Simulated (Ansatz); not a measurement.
Consider the formal exchange of groups at the Se–B bond: `OCOB[SeH]` + `F[SiH](F)[SeH]` → `F[Si](F)([SeH])[SeH]` + `BOCO`.

Isolated molecules relaxed with PBE0-D4/def2-TZVP in Ansatz; ΔE leaves out vibrations. CCSD(T)/CBS adds triple-zeta CCSD(T) − MP2 to the extrapolated MP2 energy (def2 sets, frozen cores). Functionals use def2-TZVPP. For Se outer-core shells are correlated without core-valence functions, which leaves a few kJ/mol of doubt a bond. Scalar relativity is left out up to krypton. One conformer a species, not always the lowest.

`OCOB[SeH]`:

Cartesian coordinates in Å:
```
O 0.967 1.820 -0.828
C 0.524 0.549 -0.543
O -0.351 0.587 0.570
B -0.874 -0.492 1.175
Se -0.588 -2.367 0.718
H 0.214 2.361 -1.086
H -0.014 0.094 -1.385
H 1.408 -0.045 -0.300
H -1.607 -0.317 2.101
H 0.320 -2.190 -0.422
```

`F[SiH](F)[SeH]`:

```xyz
6

F    -0.978   -0.897   -1.095
Si    0.291   -0.258   -0.391
F     0.606    1.062   -1.210
Se   -0.115    0.196    1.772
H     1.429   -1.185   -0.494
H    -1.234    1.082    1.418
```

`F[Si](F)([SeH])[SeH]`:

```xyz
7

F     1.512   -1.145   -0.759
Si    0.545   -0.312    0.180
F     1.159   -0.382    1.639
Se    0.531    1.885   -0.301
Se   -1.431   -1.370    0.005
H    -0.217    1.640   -1.542
H    -2.099   -0.316    0.778
```

`BOCO`:

Z-matrix (Å, degrees):
```
C
O 1 1.416
O 1 1.382 2 111.0
H 1 1.096 2 106.2 3 -122.2
H 1 1.093 2 110.1 3 118.1
B 2 1.344 1 121.5 3 -104.2
H 3 0.962 1 108.8 2 -65.4
H 6 1.202 2 120.0 1 -2.9
H 6 1.196 2 117.0 1 177.8
```

| level | ΔE (kcal/mol) |
| --- | --- |
| PBE0-D4 | -0.8 |
| B2PLYP | -0.2 |
| CCSD/def2-TZVPP | 0.3 |
| MP2/CBS(def2) | -0.9 |

(1) What does CCSD(T)/CBS give? (Estimate.)

Largest T1 diagnostic among the species: 0.013.

Results:

(1) The calculation gave: -0.4 kcal/mol. The listed levels differ from it by -0.4, 0.2, 0.7, -0.5 kcal/mol.

The D4 term adds −1.0 kcal/mol with B3LYP and −0.5 kcal/mol with PBE0; it sums over pairs of atoms, weighted by their polarisabilities, and B3LYP, whose exchange is more repulsive, gets the larger term.

B3LYP here is the variant with VWN-RPA as its local correlation; programs differ in this.
